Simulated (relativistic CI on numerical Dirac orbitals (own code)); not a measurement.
One change at a time: Pb70+

Base calculation: Dirac-Coulomb-Breit CI, KLI orbitals optimised for each configuration, QED by a radiative potential, unscaled Slater integrals.

CI space (outside the closed core [Ne]): 3s2, 3s 3p, 3p2, 3s 3d, 3d2, 3p 3d, 3p 4s, 3d 4s, 3s 4s, 3s 4p, 3s 4d, 3s 4f, 3s 5s, 3s 5p, 3s 5d, 4s2, 3s 5f, 3s 5g, 3s 6s, 3s 6p, 3s 6d. Levels of other configurations are missing.

Variants: (1) one mean potential for all configurations; (2) non-relativistic limit. Shifts of the energy above 3s2 1S_0, in eV, for the lowest level and the first level of each name with at least 55 % of one term (blank where a level changes its place among those of its configuration and J or its character, or is not in the variant):

| Level | Base | Δ(1) | Δ(2) |
| --- | --- | --- | --- |
| 3s2 1S_0 | 0.00 | 0.00 | 0.00 |
| 3s 3p 3P°_0 | 165.27 | +0.22 | -36.63 |
| 3s 3p 3P°_1 | 183.89 | +0.22 | -55.25 |
| 3p2 3P_0 | 393.90 | +0.48 | -98.12 |
| 3s 3p 3P°_2 | 769.36 | +0.22 | -640.72 |
| 3s 3p 1P°_1 | 812.22 | +0.22 | -630.63 |
| 3p2 3P_1 | 981.27 | +0.45 | -685.49 |
| 3s 3d 3D_1 | 1012.97 | +0.02 | -655.59 |
| 3s 3d 3D_2 | 1030.79 | +0.10 | -673.41 |
| 3s 3d 3D_3 | 1146.66 | +0.02 | -789.28 |
| 3s 3d 1D_2 | 1166.32 | +0.03 | -771.68 |
| 3p 3d 3F°_2 | 1190.53 | +0.33 | -695.29 |
| 3p2 3P_2 | 1593.14 | +0.41 | -1297.35 |
| 3p2 1S_0 | 1615.60 | +0.43 | -1274.39 |
| 3p 3d 3P°_0 | 1822.07 | +0.29 | -1303.18 |
| 3p 3d 3P°_1 | 1822.55 | +0.28 | -1303.66 |
| 3p 3d 3F°_4 | 1930.79 | +0.25 | -1435.55 |
| 3p 3d 3D°_3 | 1965.03 | +0.23 |  |
| 3p 3d 1P°_1 | 1980.04 | +0.24 | -1419.25 |
| 3d2 3F_2 | 2041.99 | +0.23 | -1320.63 |
| 3d2 3P_0 | 2073.26 | +0.28 | -1333.11 |
| 3d2 3F_3 | 2170.68 | +0.17 | -1449.31 |

At this charge energies of transitions that change n are usually good to better than 1 %, and those within a shell (Δn = 0) to a few per cent.

Ionisation energy from the two ground configurations alone: base 8997.62 eV. The NIST ASD value (theoretical) is 9000 eV.

LS names give the leading component of a level, which can be under half, so a name can repeat, a term be missing and a line seem to break the LS rules.
